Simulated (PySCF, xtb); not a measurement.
1-bromo-2-chlorocyclobutene (C₄H₄BrCl), SMILES ClC1=C(Br)CC1.

Geometry optimised at B3LYP-D3(BJ)/def2-SVP.

These are IEF-PCM-ωB97X/def2-SVP run with PySCF values and carry that method's errors.

The values are the electrostatic part of the solvation free energy, E(continuum) − E(gas) at the gas-phase geometry, in a cavity of scaled van der Waals radii (PySCF's table); cavitation and dispersion terms are not included. In vacuum the orbital gap is 11.20 eV. The dipole moment in vacuum is 2.04 D.

```
solvent            ε  ΔG(elec) (kcal/mol)  dipole (D)  gap (eV)
-------------  -----  -------------------  ----------  --------
water          78.36                 -2.2        2.73     11.27
2-propanol     19.26                 -2.1        2.69     11.26
cyclohexanone  15.62                 -2.1        2.68     11.26
```

For comparison, GFN2-xTB/ALPB(water) (xtb, at the GFN2-xTB geometry, all terms of that model) gives -3.0 kcal/mol.
